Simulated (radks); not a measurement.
Values are calculated unless marked as measured or tabulated.
Task: All-electron atom: Rb IV in [Ar] 3d10 4s2 4p4. Level of theory: Dirac Kohn-Sham, BLYP, spin-unpolarised, spherical densities, finite nucleus; open shells are shared between the two j in proportion to 2j + 1; Fermi nuclear charge, rms radius 4.2036 fm (a radial shooting solver on a logarithmic mesh with Libxc functionals).

Spin-orbit splittings of the eigenvalues, e(l+1/2) - e(l-1/2), with zeta = 2 splitting/(2l+1) and mean radii in bohr:

| shell | occ. | splitting (eV) | zeta (eV) | <r> j=l-1/2 | <r> j=l+1/2 |
|---|---|---|---|---|---|
| 2p | 6 | ? | ? | 0.1522 | 0.1563 |
| 3p | 6 | 9.155 | 6.104 | 0.5113 | 0.5218 |
| 3d | 10 | 1.558 | 0.6230 | 0.5218 | 0.5255 |
| 4p | 4 | 1.087 | 0.7245 | 1.556 | 1.584 |

Estimate the 2p splitting.

Result: 60.84 eV (zeta = 40.56 eV).
